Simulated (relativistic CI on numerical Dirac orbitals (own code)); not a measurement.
# Hyperfine structure of Hg XXX, mass number 201

Calculated at this level of theory: Dirac-Coulomb-Breit CI, separate exchange-only KLI orbitals for each configuration, a model potential for QED, unscaled Slater integrals (own radial code, finite nucleus).

Configuration list (outside the closed core [Ar] 3d10 4p6 4d10): 4s²4f⁵, 4s²4f⁴5s, 4s²4f³5s², 4s²4f⁴5p, 4s²4f³5s5p, 4s²4f³5p², 4s4f⁶, 4s²4f⁴6s. Levels of other configurations are missing.

Nuclear spin I = 3/2, μ = -0.558 μN, Q = 0.387 b (tables of Stone and Pyykkö). The electronic factors are computed for point nuclear moments, without core polarisation or the Bohr-Weisskopf and QED corrections.

```csv
Level,E (eV),A (MHz),B (MHz)
4s²4f⁵ ⁶H°5/2,0.0000,-2372,-1910
4s²4f⁵ ⁶H°7/2,2.6430,-1684,-1620
4s²4f⁵ ⁶H°9/2,4.7199,-1443,-1510
4s²4f⁵ ⁶F°3/2,4.7555,-2043,-383
4s²4f⁵ ⁶F°1/2,5.1829,-4963,
4s²4f⁵ ⁶H°11/2,6.2391,-1384,-1470
4s²4f⁵ ⁶F°7/2,6.7280,-1096,-76.7
4s²4f⁵ ⁶H°13/2,7.2921,-1408,-1440
```

Levels with J = 0, under 50 % of one LS term, or S terms without an open s electron are left out. Small factors come from cancelling terms and can be off by tens of per cent or more.

At this charge energies of transitions that change n are usually good to better than 1 %, and those within a shell (Δn = 0) to a few per cent. Terms inside the open d or f shell come out 10 to 20 % too wide with unscaled integrals.

Task: Give the hyperfine levels of 4s²4f⁵ ⁶H°5/2 relative to its centre of gravity.

Result: With K = F(F + 1) − I(I + 1) − J(J + 1), E = AK/2 + B[¾K(K + 1) − I(I + 1)J(J + 1)]/[2I(2I − 1)J(2J − 1)]: F = 1: 11120, F = 2: 7901, F = 3: 1641, F = 4: -9373 MHz.

LS names give the leading component of a level, which can be under half, so a name can repeat, a term be missing and a line seem to break the LS rules.
